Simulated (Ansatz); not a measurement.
A made-up structure of CH3Zn (charge -1), closed shell:

C1  (0.578, 0.833, -0.207)
Zn2  (-0.452, -0.651, 0.161)
H3  (0.078, -2.086, 0.130)
H4  (-1.934, -0.588, 0.537)
H5  (1.170, 1.686, -0.419)
(Å)

It is relaxed with PBE-D4/def2-SVPD and then PBE0-D4/def2-TZVPD (Ansatz 0.2.0). Atoms count as bonded within 1.22 times the sum of their covalent radii (H–H: 0.88 Å). The end point is not checked to be a true minimum.

Problem. Does its bonding change? (A judgement: the text doesn't fix the answer.)

Solution. The calculation gives: Yes. Formed: C1–H4; broken: Zn2–H4.

Where it ends: The first stage lowers the energy by 2.98 eV in 45 steps. It ends as CH₃Zn ([CH2][ZnH]), total charge -1:
| atom | x (Å) | y (Å) | z (Å) |
| --- | --- | --- | --- |
| C1 | -0.2140 | 0.6408 | 0.0235 |
| Zn2 | 0.0188 | -1.1876 | 0.0616 |
| H3 | 0.2174 | -2.7479 | 0.0941 |
| H4 | -1.0893 | 1.1515 | 0.4302 |
| H5 | 0.5080 | 1.3374 | -0.4079 |

Labels in which every atom is bracketed show which atoms are joined, not bond orders.

For scale, one of the runs: PBE0-D4/def2-TZVPD relaxation, 115 basis functions, launched by `ansatz run in.yaml --threads 2 --pin off --events-out ev --progress --plain --max-ram 4352MiB`. The run took about 8.5 s on 2 CPU threads of an Arm Neoverse V2 (shared host).
